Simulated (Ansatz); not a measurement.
Geometry optimisation, RKS B3LYP-D4/def2-SVP in Ansatz 0.2.0.

Input:

```yaml
crystal:
  periodic: [false, false, false]
  atoms:
    - { symbol: Ge, position_ang: [0.0, 0.0, 0.0] }
    - { symbol: H, position_ang: [0.9646, 0.0, 1.4601] }
    - { symbol: F, position_ang: [1.8114, 0.0, 0.5034] }
    - { symbol: Cl, position_ang: [-1.0456, 1.8115, -0.7393] }
    - { symbol: F, position_ang: [-0.7913, -1.3709, -0.5594] }
basis:
  gaussian: { orbitals: def2-SVP }
hamiltonian:
  xc: b3lyp
  dispersion: d4
relax:
  f_tol: 0.15
  max_steps: 25
  restrain:
    - { distance: [1, 2], at: 0.92, k: 30.0 }
    - { distance: [0, 1], at: 2.75, k: 30.0 }
    - { distance: [0, 2], at: 2.88, k: 30.0 }
```

Command:

```bash
$ ansatz run input.yaml --threads 1 --pin off --max-ram 2048MiB --backend cpu --events-out ev --progress --plain --runs-dir out
```

Task: Where does it end, and by what steps?

Result: It converged. The restraints hold the end off the free minimum; the threshold counts their pulls, which the force column leaves out. Restrained pairs: H2–F3 (1.28 → 0.93 Å), Ge1–H2 (1.75 → 2.76 Å), Ge1–F3 (1.88 → 2.87 Å). After 8 steps the energy has fallen by 2.586 eV (the restraints' own energy left out); Ge1 moved furthest, 0.80 Å.

| step | energy less start (eV) | largest force component (eV/Å) | accepted |
| --- | --- | --- | --- |
| 0 | 0.0000 | 3.356 | yes |
| 1 | 0.1155 | 4.249 | yes |
| 2 | -0.1924 | 4.605 | yes |
| 3 | -1.1237 | 3.395 | yes |
| 4 | -2.0138 | 1.718 | yes |
| 5 | -2.3689 | 1.237 | yes |
| 6 | -2.4788 | 0.760 | yes |
| 7 | -2.5669 | 0.360 | yes |
| 8 | -2.5857 | 0.241 | yes |

```xyz
5
Properties=species:S:1:pos:R:3
Ge -0.757 -0.023 0.245
H 1.638 -0.118 1.605
F 2.054 0.150 0.823
Cl -1.046 1.736 -1.062
F -0.951 -1.305 -0.946
```

The run took 34 s on 1 thread of Arm Neoverse V1, on a shared host, peak memory 0.17 GiB.
